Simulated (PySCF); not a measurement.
Low-lying terms of As³⁺ (arsenic, charge +3)

Ground state [Ar] 3d10 4s2, ¹S. Computed with PySCF 2.14 in aug-cc-pwCVTZ-PP with one added diffuse shell each of s, d, f type with ECP10MDF (9s7p7d5f1g, 109 functions), with a scalar-relativistic core potential. Vertical excitation energies in eV without spin-orbit coupling; excited terms of each kind are numbered among those the solver found. Frozen: nothing.

| term | leading excitation | EOM-EE-CCSD |
| --- | --- | --- |
| 1 3P° | 4s → p | 9.654 |
| 1 1P° | 4s → p | 13.975 |
| 1 3D | 4s → d | 26.058 |
| 1 3S | 4s → s | 27.163 |
| 1 1S | 4s → s | 27.966 |
| 1 1D | 4s → d | 28.976 |
| 2 3P° | 4s → p | 31.159 |
| 2 1P° | 4s → p | 31.440 |
| 1 3F° | 4s → f | 35.464 |
| 1 1F° | 4s → f | 35.517 |
| 2 3D | 4s → d | 36.573 |
| 2 1D | 4s → d | 36.931 |

Doubly excited terms such as np² are absent. The solver can miss terms.
